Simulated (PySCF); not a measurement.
PySCF 2.14 output of an unrestricted PBE calculation on a single atom or ion in jorge-DZP-DKH (4s2p1d, 15 functions), with the spin-free X2C one-electron Hamiltonian (Gaussian nucleus):

```
SCF conv_tol = 1e-09
number electrons alpha = 5  beta = 2
    J. P. Perdew, K. Burke, and M. Ernzerhof.,  Phys. Rev. Lett. 77, 3865 (1996)
    J. P. Perdew, K. Burke, and M. Ernzerhof.,  Phys. Rev. Lett. 78, 1396 (1997)
    J. P. Perdew, K. Burke, and M. Ernzerhof.,  Phys. Rev. Lett. 77, 3865 (1996)
    J. P. Perdew, K. Burke, and M. Ernzerhof.,  Phys. Rev. Lett. 78, 1396 (1997)
cycle= 1 E= -97.7851570388752  delta_E= -0.0021  |g|= 0.0101  |ddm|= 0.0615
cycle= 2 E= -97.7851776088599  delta_E= -2.06e-05  |g|= 0.00288  |ddm|= 0.00892
cycle= 3 E= -97.7851798222265  delta_E= -2.21e-06  |g|= 0.000143  |ddm|= 0.00215
cycle= 4 E= -97.7851798285284  delta_E= -6.3e-09  |g|= 6.91e-06  |ddm|= 0.000124
cycle= 5 E= -97.7851798285451  delta_E= -1.67e-11  |g|= 2.08e-08  |ddm|= 5.61e-06
converged SCF energy = -97.7851798285451  <S^2> = 3.751083  2S+1 = 4.0005415
```

The run itself started from symmetry-adapted Hartree-Fock orbitals and held the occupation by maximum overlap, on a logarithmic radial grid, so the iterations belong to that start.

Q: Which element, charge and spin multiplicity is this?

A: F²⁺ (fluorine, charge +2), multiplicity 4; the state was [He] 2s2 2p3, high-spin 4S determinant.
